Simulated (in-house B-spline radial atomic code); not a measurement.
**O3+: [He] 2s2 2p1**

Level of theory: non-relativistic PW91, spin-polarised, spherical fractional occupations, point nucleus; calculated with a B-spline radial code for spherical atoms.

Z_r = [3n² - l(l+1)]/(2<r>); Z_e = n√(-2ε); the last column is Slater's effective charge. Values are occupation-weighted means over spin.

```csv
shell,electrons,ε (eV),<r> (bohr),Z_r,Z_e,Slater
1s,2,-586.68,0.1993,7.53,6.57,7.70
2s,2,-79.312,0.9787,6.13,4.83,5.60
2p,1,-66.426,0.9121,5.48,4.42,5.60
```

The least bound orbital is 2p up at -66.43 eV, while the most diffuse is 2s down (<r> = 0.9845 bohr against 0.9121 bohr): energy order and size order differ.
